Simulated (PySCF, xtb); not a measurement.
C₃H₉Al, SMILES [AlH2][CH2]CC. The values are those of a single conformer.

Harmonic wavenumbers (cm⁻¹) from GFN2-xTB (xtb) at its own minimum, in rising order: 59, 99, 113, 232, 330, 445, 465, 640, 675, 783, 793, 924, 951, 1040, 1079, 1174, 1202, 1260, 1315, 1414, 1464, 1481, 1502, 1504, 1741, 1778, 2863, 2887, 2899, 2921, 3024, 3025, 3031.

What does PBE-D3(BJ)/def2-SVP (PySCF) give at its own minimum? (An estimate is asked for; the answer gives what the named calculation found.)

51, 105, 145, 254, 324, 438, 471, 639, 645, 751, 769, 882, 944, 1017, 1061, 1134, 1175, 1273, 1298, 1343, 1367, 1410, 1417, 1426, 1851, 1859, 2922, 2955, 2958, 2959, 2995, 3046, 3050. Paired by order, the mean absolute difference is 38 cm⁻¹ and the zero-point energies are 64.5 and 64.2 kcal/mol.
